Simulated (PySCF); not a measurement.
# Ionising CsCa

r²SCAN; PySCF, scalar-relativistic core potentials, basis sets Cs def2-SVPD with ECP46, Ca def2-SVPD. Neutral (UKS): doublet (σ ↑), Re = 4.724 Å, ωe = 54.1 cm⁻¹, De = 0.25 eV, HOMO -2.40 eV, LUMO -1.48 eV.

CsCa⁻ (UKS): singlet (closed shell), Re = 5.013 Å, ωe = 44.7 cm⁻¹, De = 0.41 eV to Cs⁻ + Ca. The energies at the minima are -697.58029 hartree for CsCa and -697.59934 for CsCa⁻.

**Question.** Work out the adiabatic electron affinity, without and with harmonic zero-point energies (1 hartree = 27.2114 eV, 1 eV = 8065.5 cm⁻¹), and the change of the bond length.

**Answer.** At r²SCAN: 0.01905 hartree = 0.518 eV between the minima; the zero-point term (54.1 − 44.7)/2 cm⁻¹ = +0.001 eV makes it 0.519 eV. Re changes by +28.9 pm against the neutral. The electron enters a σ orbital; the charge polarises the partner, so the anion is bound more strongly.

Closed-shell solutions of metal pairs were not tested for spin polarisation, which can lower them a little. Weak bonds: CsCa, CsCa⁻. Basis-set superposition, not corrected here, can be much of De in a small basis, most of all at correlated wavefunction levels. Spin–orbit coupling is left out. For an ion De counts to the pair picked by the measured ionisation energies or electron affinities, which need not be the lowest pair at this level. The highest Kohn–Sham level is positive in this anion. Much of that is self-interaction error, but it also means that the finite basis helps to hold the extra electron. States were picked by a PBE0 search and need not be the measured ground states.
